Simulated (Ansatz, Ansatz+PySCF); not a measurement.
| atom | x (Å) | y (Å) | z (Å) |
| --- | --- | --- | --- |
| O | 0.0000 | 0.0000 | -0.2387 |
| H | 0.0000 | 0.0000 | 1.9095 |
| Li | 30.0000 | 0.0000 | -0.5992 |
| H | 30.0000 | 0.0000 | 1.7976 |

Basis set: 6-31G (spherical functions). Left uncorrelated: 1 orbital. Charge 0, multiplicity 2.

Computed with Ansatz (development build ahead of 0.2.0); each method stands on the lowest determinant of its kind that the runs found.

The atomization energy at this shape (free ground-state atoms in the same class of orbitals less the molecule, no zero-point energy) of doublet LiH₂O:

```
     method  atomization energy
UHF-CCSD(T)             1.40 eV
    UHF-MP2             0.80 eV
```

(1) What does UHF give?

Answers

(1) 0.54 eV. Caution: the shape is not the minimum; the unrestricted determinant is a mixture of spin states. Caution for UHF-CCSD(T), UHF-MP2: large amplitudes, a single reference is doubtful.

This basis has no polarisation functions and is too small for such energies, which can lie far from measured ones in either direction.
